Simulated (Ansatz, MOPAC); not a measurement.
System: ScI2, charge 1, multiplicity 1. SMILES of the parent species: [I][Sc][I]

Atoms: Sc1, I2, I3. Bonds: Sc1-I2, Sc1-I3.

Bond lengths (Å) and angles (degrees) optimised at PM7 with MOPAC; HF/3-21G with Ansatz (an electronic-structure program); HF/LANL2DZ with Ansatz; B3LYP/LANL2DZ with Ansatz, each started from the B3LYP-D3(BJ)/def2-TZVP structure (Ansatz) of the last column. A row stands for all coordinates that are equal there.

| coordinate | PM7 | HF/3-21G | HF/LANL2DZ | B3LYP/LANL2DZ | B3LYP-D3(BJ)/def2-TZVP |
|---|---|---|---|---|---|
| Sc1-I2 | 2.637 | 2.624 | 2.604 | 2.576 | 2.559 |
| I2-Sc1-I3 | 180.0 | 126.8 | 121.6 | 111.2 | 114.8 |

Mean signed difference of all 2 bond lengths from B3LYP-D3(BJ)/def2-TZVP: PM7 0.078 Å, HF/3-21G 0.065 Å, HF/LANL2DZ 0.044 Å, B3LYP/LANL2DZ 0.017 Å.
